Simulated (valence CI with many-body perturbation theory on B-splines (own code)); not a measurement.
Nb19+: one-electron terms

Level of theory: relativistic CI+MBPT: four valence electrons over a frozen Dirac-Fock core [Ar], a basis of 9 s, 9 p, 10 d, 8 f, 5 g, 3 h, 1 i functions for each j, with the one-electron correlation potential Σ1, the two-electron term Σ2, the three-electron term Σ3, Breit, model QED; selected CI, second order for the rest (own B-spline code, finite nucleus).

No measured spectrum was set against this ion. As an estimate, terms of the open shell hold to 2 to 4 % of their energy, and close levels can change places. Core correlation moves these levels by up to 9400 cm⁻¹, and in measured spectra 5 to 20 % of such shifts remained as error; rates that hang on mixing are uncertain with them. Only levels of the ground parity were solved; by the run's estimate the other parity begins above the list, which can be wrong where configurations are misplaced.

These are the spectroscopic orbitals of the CI (the correlating ones are not listed), shaped by the core and the other valence electrons. h is the expectation value of the core's Dirac-Fock operator, without the valence repulsion; Σ1 is computed up to l = 3 at one energy for each symmetry, that of its lowest orbital but kept below the first core excitation, so for empty shells it is not the orbital's own correlation shift; Breit and QED include the response of the core.

```tsv
Orbital	h (hartree)	Σ1 (cm⁻¹)	Breit (cm⁻¹)	QED (cm⁻¹)	⟨r⟩ (bohr)
4s1/2	-21.84	-6944	1169	836	0.8562
5s1/2	-13.069	-2503	551	398	1.432
6s1/2	-8.7083	-1221	298	217	2.161
4p1/2	-20.657	-8013	1809	-66.0	0.8684
5p1/2	-12.502	-2940	882	-31.3	1.461
6p1/2	-8.3936	-1447	488	-17.1	2.209
4p3/2	-20.407	-7795	1142	14.1	0.8800
5p3/2	-12.385	-2900	557	7.4	1.476
6p3/2	-8.3296	-1435	317	4.3	2.226
3d3/2	-36.64	-21485	2236	-306	0.3731
4d3/2	-18.62	-7734	724	-72.6	0.8771
5d3/2	-11.547	-3096	357	-33.7	1.509
3d5/2	-36.485	-21074	798	-212	0.3754
4d5/2	-18.57	-7648	306	-46.2	0.8800
5d5/2	-11.523	-3058	151	-21.2	1.513
4f5/2	-16.958	-13232	-1.9	-31.7	0.8328
5f5/2	-10.802	-5884	-1.6	-16.8	1.493
4f7/2	-16.946	-12644	-109	-24.0	0.8337
5f7/2	-10.794	-5598	-54.3	-12.6	1.494
5g7/2	-10.441		-0.7	-2.4	1.365
5g9/2	-10.438		-7.2	-0.6	1.365
```

Among the shells of the start configuration 3d4, Σ1 is largest in size for 3d3/2, where it is 0.27 % of h.

Lowest root of each symmetry, sizes in configuration state functions:

```
J  Parity  Roots  Reference  Variational  Second order  Change by selected CI (cm⁻¹)  Change by second order (cm⁻¹)
0    even      5         19         7139         28845                         -8208                             -2
1    even      4         43        17026         64715                         -7739                             -3
2    even      8         61        25321         89639                         -7529                             -4
3    even      6         57        24127        121223                         -7533                            -11
4    even      7         48        24844         90467                         -7748                            -11
5    even      2         29        22388         10567                         -9885                             -9
6    even      2         15        18987          7405                         -9921                             -5
```
